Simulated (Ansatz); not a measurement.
# A basis-limit estimate, worked out

An elementary step of Al₂NH₇ClO₄, doublet (Al₂NH₅ClO₃ ([NH3][Al]1([Cl])[O][Al]([OH])[OH]1) + H₂O → Al₂NH₅ClO₃ ([NH2][Al]1([Cl])[OH][Al]([OH])[OH]1) + H₂O; bonds formed: O2–H9, H7–O10; dative contacts that become bonds: Al1–N8; bonds broken: H7–N8, H9–O10). “Start” is the structure reached by relaxing down from the saddle towards the reactants; PBE0-D4/def2-TZVP structures. The saddle:

Al1  (-1.310, 0.059, 0.560)
O2  (-0.908, -0.561, -1.034)
Al3  (-0.328, 0.972, -1.748)
O4  (-0.830, 1.707, -0.049)
O5  (1.410, 0.771, -1.741)
Cl6  (-3.238, -0.026, 1.406)
H7  (0.853, -1.216, 0.631)
N8  (0.076, -0.586, 1.653)
H9  (0.187, -1.300, -0.825)
O10  (1.160, -1.623, -0.374)
H11  (-1.221, 2.560, 0.134)
H12  (1.968, 1.302, -2.308)
H13  (0.626, 0.138, 2.103)
H14  (-0.190, -1.239, 2.380)
H15  (1.743, -0.958, -0.787)
(Å)

Ansatz 0.2.0; basis: def2-TZVPP and def2-QZVPP; cores frozen in the correlated methods; orbitals are unrestricted.

Energies in eV:

| quantity | saddle | start |
| --- | --- | --- |
| Hartree–Fock, triple zeta (X = 3) | -35424.72852 | -35425.63942 |
| Hartree–Fock, quadruple zeta (X = 4) | -35425.94222 | -35426.85702 |
| MP2 correlation, X = 3 | -42.50392 | -42.04585 |
| MP2 correlation, X = 4 | -46.00078 | -45.54687 |
| CCSD(T) correlation, X = 3 | -44.99465 | -44.59500 |

Q: Work out the barrier at the basis limit: extrapolate Hartree–Fock as E(X) = E∞ + A exp(−7.88 √X) and the MP2 correlation as E(X) = E∞ + B X^−2.97 (the exponents that Neese and Valeev fitted for def2-TZVPP and QZVPP), then add CCSD(T) − MP2 in triple zeta.

A: Each step is linear, so take the differences first (saddle − start): Hartree–Fock 0.91090 (X = 3) and 0.91480 (X = 4); MP2 correlation -0.45807 and -0.45391; CCSD(T) correlation -0.39965.
Two points give E∞ = E(4) + w [E(4) − E(3)], with w = 1/(exp(7.88 (2 − √3)) − 1) = 0.1377 for Hartree–Fock and w = 1/((4/3)^2.97 − 1) = 0.7407 for the correlation.
Hartree–Fock: 0.91480 + 0.1377 × 0.00390 = 0.9153 eV.
MP2 correlation: -0.45391 + 0.7407 × 0.00416 = -0.4508 eV.
CCSD(T) − MP2: -0.39965 − (-0.45807) = 0.0584 eV.
Sum: 0.9153 + (-0.4508) + 0.0584 = 0.5229 eV, or 12.06 kcal/mol. Plain CCSD(T) in triple zeta gives 0.5112 eV, so the larger basis shifts the result by 0.0117 eV.

The T1 diagnostic stays at or below 0.013. ⟨S²⟩ of the unrestricted Hartree–Fock references: 0.75 (a pure state has 0.75).

Labels in which every atom is bracketed show which atoms are joined, not bond orders.

For scale, one of the runs: CCSD(T)/def2-TZVPP, 379 basis functions, launched by `ansatz run in.yaml --threads 4 --pin off --events-out ev --progress --plain --max-ram 66560MiB --backend cuda --devices 0, --max-vram 37GiB`. Time: 3 min of wall clock on 4 CPU threads of an AMD EPYC 7R13 and a share of one NVIDIA H100; the host was shared. Peak host memory: 1.8 GiB.
